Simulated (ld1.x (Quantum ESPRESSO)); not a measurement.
Before and after: TM potential for Ga (Z = 31)

```
Element                 : gallium (Ga)
Generator               : ld1.x (Quantum ESPRESSO) 7.5
Type                    : norm-conserving Troullier–Martins (Kleinman–Bylander form)
Functional              : LDA (PZ)
Relativity              : non-relativistic
Frozen core             : [Ar]
Valence charge          : 13
Reference configuration : 3d10 4s2 4p1
Partial waves           : 4s (bound): rc 1.65 bohr; 4p (bound): rc 2.15 bohr; 3d (bound): rc 0.75 bohr
Local potential         : the d channel
Core correction         : none
```

All-electron outer shells of the reference configuration (LDA (PZ), non-relativistic, ld1.x):

| shell | level (eV) | outermost node (bohr) | outermost maximum (bohr) |
| --- | --- | --- | --- |
| 3p | -97.53 | 0.24 | 0.57 |
| 3d | -20.02 | – | 0.53 |
| 4s | -8.93 | 0.82 | 1.92 |
| 4p | -2.77 | 0.88 | 2.53 |

Change: all radii scaled by about 1.21 (s 2.00, p 2.60, d 0.90 bohr).

Cutoffs: the cutoffs (Ry, on a coarse ladder) from which the occupation-weighted sum of valence levels, in a spherical-Bessel basis at the reference potential, stays within 10 and 1 mRy of its value at 400 Ry; they do not see the model core or the augmentation charge, which bear on the density cutoff. Errors are all-electron minus pseudo energies relative to the spin-unpolarised reference configuration.

Question: What does the change do?

Answer: Both files keep a bound ghost (p, s); the number of tests that count goes from 8 to 9; of the 8 tests that both files solve, the error grows in 1 and shrinks in 5 by more than 15 % and 0.3 meV (median size 2.5 → 2.8 meV).

| quantity | base | changed |
| --- | --- | --- |
| cutoff, loose | over 300 Ry | 300 Ry |
| cutoff, tight | over 300 Ry | over 300 Ry |
| loose cutoff by channel (10 mRy a level) | s 10 Ry, p 6 Ry, d 300 Ry | s 10 Ry, p 6 Ry, d 260 Ry |
| bound ghosts | s, p | s, p |
| tests counted (converged, no solver errors) | 8 of 9 | 9 of 9 |
| error for 3d10 4s2 4p0, meV [ΔE 5.92 eV] | +1.4 | +0.2 |
| error for 3d10 4s0 4p0, meV [ΔE 58.12 eV] | +13 | +4.7 |
| error for 3d10 4s2 4p0.5, meV [ΔE 2.14 eV] | +0.2 | +0.1 |
| error for 3d10 4s2 4p1.3, meV [ΔE -0.59 eV] | 0.0 | -0.1 |
| error for 3d9 4s0 4p0, meV [ΔE 122.77 eV] | +159 | +90 |
| error for 3d10 4s0 4p3, meV [ΔE 12.93 eV] | +3.6 | +10 |
| error for 3d10 4s2 4p1 (spin-polarised), meV [ΔE -0.13 eV] | +1.4 | +0.9 |
| error for 3d10 4s1 4p0 (spin-polarised), meV [ΔE 26.74 eV] | +24 | +16 |

Base: Tests not counted: 3d10 4s1 4p0 (solver errors, printed error -4.9 eV). These tests converged, but a pseudo level misses the all-electron one widely, so the file describes the atom poorly there or has found another state: 3d9 4s0 4p0: empty 4s by 13.3 eV. Changed file: These tests converged, but a pseudo level misses the all-electron one widely, so the file describes the atom poorly there or has found another state: 3d9 4s0 4p0: empty 4s by 10.0 eV (a node warning on the way). A true bound ghost makes a file unfit for plane-wave use even where its test errors are small: the radial tests pick states by their node count and pass the ghost by. Where a test does run into it, the solver fails or the error is huge.
